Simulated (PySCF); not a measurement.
# The third ionisation energy along group 13

Calculated with PySCF 2.14 from differences of total energies of unrestricted determinants, without spin-orbit coupling. Values in eV. The last column holds reference values (NIST; (s) semi-empirical, (t) theoretical, else measured). Unmarked ones compare directly (S terms, centres of terms, or small fine structure); those marked * lie between the lowest fine-structure levels and include a spin-orbit shift.

```
                            element                       configurations     UHF     LDA     PBE    PBE0  r2SCAN  reference
  B (aug-cc-pVTZ-DK, spin-free X2C)                       [He] 2s1 → 1s2  37.826  37.903  38.293  38.234  37.860     37.931
 Al (aug-cc-pVTZ-DK, spin-free X2C)                      [Ne] 3s1 → [Ne]  28.087  28.857  28.863  28.728  28.427     28.448
 Ga (aug-cc-pVTZ-DK, spin-free X2C)            [Ar] 3d10 4s1 → [Ar] 3d10  29.618  31.770  31.450  31.088  31.194     30.726
In (aug-cc-pVTZ-DK3, spin-free X2C)            [Kr] 4d10 5s1 → [Kr] 4d10  26.622  28.948  28.540  28.189  28.209     28.044
Tl (aug-cc-pVTZ-DK3, spin-free X2C)  [Xe] 4f14 5d10 6s1 → [Xe] 4f14 5d10  28.149  30.741  30.305  29.941  30.152     29.852
```

```tsv
method	elements	mean error (eV)	mean absolute error (eV)	largest error (eV)
UHF	5	-0.939	0.939	-1.703
LDA	5	0.644	0.655	1.044
PBE	5	0.490	0.490	0.724
PBE0	5	0.236	0.236	0.362
r2SCAN	5	0.168	0.205	0.468
```

Errors include the incompleteness of the basis and the frozen core.
